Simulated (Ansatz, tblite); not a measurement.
Spin states of NiHg₅Te₄Cl₄, a doped nanocrystal cut from zinc blende HgTe (Ni for one cation, 4 Cl caps), each relaxed with r2SCAN-D4/def2-SVP in Ansatz. Electronic energies in the gas phase.

In the def2 sets Hg, Te take a core potential; there is no spin–orbit coupling. The xTB rows come from tblite. HSE06 is defined as in plane-wave codes, on full-range PBE exchange. Correlated methods freeze 41 core orbitals; core or outer-core shells of Te, Ni, Hg are correlated, in sets that lack core-valence functions. The rows differ in basis, and correlated rows in double-zeta sets carry the largest basis error. Single mean-field runs in def2-TZVP are fitted with def2-universal-jkfit.

Singlet geometry:

```xyz
14

Te   -0.2922   -2.3007    3.0054
Te   -1.7567    2.0449   -1.8895
Te    1.5299   -1.8004    0.1625
Te    1.2779    2.7516    2.3710
Ni   -0.7977   -2.3278    0.6443
Hg    0.9314   -1.1926   -2.3763
Hg   -1.7672   -0.1760   -0.3070
Hg   -0.0825    0.3780    3.0286
Hg   -0.7387    2.8985    0.4337
Hg    2.2601    1.2239    0.3343
Cl   -1.8493   -2.9149   -1.1541
Cl    0.3781   -0.7520   -4.5976
Cl   -2.5019    1.2758    2.0990
Cl    3.4088    0.8917   -1.7544
```

Triplet geometry:

Cartesian coordinates in Å:
```
Te -1.124 -0.514 3.171
Te 2.045 -2.189 -0.807
Te 0.443 2.521 0.024
Te -2.986 -0.666 -1.878
Ni 0.469 1.270 2.234
Hg 2.509 0.832 -0.639
Hg 0.660 -1.902 1.535
Hg -2.512 -0.824 0.823
Hg -0.522 -1.868 -1.648
Hg -1.712 1.953 -1.608
Cl 2.528 0.579 2.530
Cl 4.790 0.830 -1.337
Cl -1.567 -3.476 0.553
Cl -3.021 3.454 -2.953
```

⟨S²⟩: triplet 2.01 at PBE0-D4/def2-SVP (pure 2.00).

Run but left out: HF/def2-SVP, MP2/def2-SVP (singlet: restricted singlet, unstable towards broken spin symmetry).

Only these spin states were relaxed. Higher spins weren't run and may lie lower. The triplet has other bonds than the singlet, so the gap mixes isomer and spin.

Task: Estimate which spin state lies lowest at each of these levels, and by how much: GFN2-xTB; PBE-D4/def2-TZVP; revPBE-D4/def2-TZVP; r2SCAN-D4/def2-TZVP; PBE0-D4/def2-TZVP; HSE06-D4/def2-TZVP; ωB97M-V/def2-TZVP; RPA@PBE/def2-SVP.

Result: 
| level | triplet − singlet (kJ/mol) | lowest of these | remarks |
| --- | --- | --- | --- |
| GFN2-xTB | 111.0 | singlet | – |
| PBE-D4/def2-TZVP | 30.2 | singlet | restricted SCF unstable in HF (singlet) |
| revPBE-D4/def2-TZVP | 24.9 | singlet | restricted SCF unstable in HF (singlet) |
| r2SCAN-D4/def2-TZVP | -5.1 | triplet | restricted SCF unstable in HF (singlet) |
| PBE0-D4/def2-TZVP | -66.3 | triplet | restricted SCF unstable in HF (singlet) |
| HSE06-D4/def2-TZVP | -65.3 | triplet | restricted SCF unstable in HF (singlet) |
| ωB97M-V/def2-TZVP | -76.1 | triplet | restricted SCF unstable in HF (singlet) |
| RPA@PBE/def2-SVP | 16.0 | singlet | – |

Change of the triplet − singlet gap on mixing in exact exchange, in kJ/mol: PBE to PBE0 (25 % exact exchange) -96.4. The xTB methods have no term that favours high spin, so they put low spin too low.
